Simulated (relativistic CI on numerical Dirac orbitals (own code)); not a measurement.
Calculated at this level of theory: Dirac-Coulomb-Breit CI, orbitals from a KLI potential per configuration, model QED (radiative potential, 1s self-energy scaled to tabulated hydrogen-like ionisation energies), unscaled Slater integrals (own radial code, finite nucleus).

Configurations in the expansion (outside the closed core [Ar] 3d10): 4s2.4p6.4d2, 4s2.4p5.4d3, 4s2.4p6.4d.4f, 4s.4p6.4d3, 4s2.4p5.4d2.4f, 4s2.4p6.4d.5s, 4s.4p6.4d2.4f, 4s2.4p6.4d.5p, 4s2.4p6.4f.5s, 4s2.4p6.4d.5d, 4s2.4p5.4d2.5s, 4s2.4p6.5s.5p, 4s2.4p6.4d.5f, 4s2.4p6.4d.5g, 4s2.4p6.4d.6s, 4s.4p6.4d2.5s, 4s2.4p6.4d.6d, 4s2.4p6.4d.6g, 4s2.4p6.4f2, 4s2.4p5.4f3, 4s.4p6.4f3, 4p6.4d4, 4p5.4d5, 4p5.4d4.4f, 4s2.4p6.4f.5p, 4s2.4p5.4f2.5p, 4s.4p6.4f2.5p, 4s2.4p6.5s2, 4s2.4p5.4f.5s2, 4s.4p6.4f.5s2, 4s2.4p6.5p2, 4s2.4p5.4f.5p2, 4s.4p6.4f.5p2, 4s.4p6.4d.5s2, 4s.4p5.4d.4f.5s2, 4p6.4d.4f.5s2, 4p6.4d3.5s, 4p5.4d4.5s, 4p5.4d3.4f.5s. Double excitations out of closed p, d and f shells are left out; levels of such configurations are missing from the list, as are those of other unlisted configurations, and high levels can miss mixing partners. These lack a partner that the ground configuration has and come out too high: 4s2.4p5.4d2.5s, 4s.4p6.4d2.5s.

At this charge energies of transitions that change n are usually good to better than 1 %, and those within a shell (Δn = 0) to a few per cent. Terms inside the open d or f shell come out 10 to 20 % too wide with unscaled integrals.

Outline of the computed level scheme of Pr XXII. Lowest level of each configuration: 4s2.4p6.4d2 3F_2 at 0.000 eV; 4s2.4p5.4d3 5F°_2 at 100.022 eV.

Some strong electric-dipole decays among the lowest 45 levels: 4s2.4p5.4d3 5G°_2 → 4s2.4p6.4d2 3F_2 (4.0e+10 s⁻¹); 4s2.4p5.4d3 3G°_3 → 4s2.4p6.4d2 3F_2 (2.6e+10 s⁻¹); 4s2.4p5.4d3 3D°_3 → 4s2.4p6.4d2 3F_2 (1.6e+10 s⁻¹); 4s2.4p5.4d3 3G°_4 → 4s2.4p6.4d2 3F_3 (1.4e+10 s⁻¹); 4s2.4p5.4d3 3D°_2 → 4s2.4p6.4d2 3F_2 (1.1e+10 s⁻¹); 4s2.4p5.4d3 3F°_4 → 4s2.4p6.4d2 3F_3 (9.0e+09 s⁻¹); 4s2.4p5.4d3 3G°_3 → 4s2.4p6.4d2 3F_3 (6.4e+09 s⁻¹); 4s2.4p5.4d3 3H°_5 → 4s2.4p6.4d2 3F_4 (5.7e+09 s⁻¹).

LS names give the leading component of a level, which can be under half, so a name can repeat, a term be missing and a line seem to break the LS rules.
